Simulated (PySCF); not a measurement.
Static response to an electric field

C7H4ClFO.
Atom-mapped SMILES: `[O:1]=[C:2]([Cl:3])[c:4]1[cH:5][cH:6][cH:7][cH:8][c:9]1[F:10]` (hydrogens: H11 on C5; H12 on C6; H13 on C7; H14 on C8)

Cartesian coordinates in Å at the GFN2-xTB level; atoms count from 1:
```xyz
14
C7H4ClFO angstrom
O      2.9730   -1.0107    0.1103
C      2.2996   -0.1399   -0.3485
Cl     3.0638    1.1010   -1.3325
C      0.8458   -0.0140   -0.1550
C      0.2543   -1.0115    0.6334
C     -1.0983   -1.0174    0.8981
C     -1.9077   -0.0177    0.3775
C     -1.3542    0.9788   -0.4040
C      0.0065    0.9793   -0.6661
F      0.4686    1.9756   -1.4299
H      0.8987   -1.7812    1.0302
H     -1.5244   -1.7983    1.5085
H     -2.9680   -0.0133    0.5782
H     -1.9584    1.7687   -0.8224
```

Level: B3LYP/def2-SVPD (PySCF), static field, nuclei fixed, core orbitals frozen in the response. The polarisability tensor in these axes (au):

```
x   129.71   0.55 -14.43
y     0.55  92.24 -24.27
z   -14.43 -24.27  75.68
```

Give the principal values, the mean and the anisotropy Δα = √{½[(α1 − α2)² + (α2 − α3)² + (α1 − α3)²]}.

Principal values 56.50, 106.58 and 134.55 au; mean 99.21 au = 14.70 Å³ = 16.36 × 10⁻⁴⁰ C²·m²/J; Δα = 68.50 au (69 % of the mean).

What is the dipole moment, and where does it point?

(-4.31, -0.20, 0.96) D, 4.42 D in size, pointing from the negative to the positive side. Measured along this direction, the outermost atoms are Cl3 at the negative end and H13 at the positive end.

Give the eigenvalues of the traceless quadrupole moment Θ = ½Σq(3rr − r²1), origin at the centre of nuclear charge.

-4.78, -2.14, 6.92 D·Å. The values depend on the origin, since the dipole doesn't vanish. The electronic extent ⟨r²⟩ about the same centre is 1601 bohr², a root-mean-square distance of 2.37 Å for the 80 electrons.

Rayleigh depolarisation ratio (linearly polarised light, static tensor)?

ρ = 3Δα²/(45ᾱ² + 4Δα²) = 14074.8/(442905 + 18766.4) = 0.0305.

Refractivity n − 1 of an ideal gas of it at 350 K and 1 atm, from the electronic α?

N = p/kT = 2.0968 × 10¹⁹ cm⁻³, so n − 1 = 2π × N × 14.70 × 10⁻²⁴ cm³ = 1937 × 10⁻⁶ at long wavelengths, for an ideal gas.

The structure is a single GFN2-xTB conformer in the gas phase; no vibrational or solvent corrections.
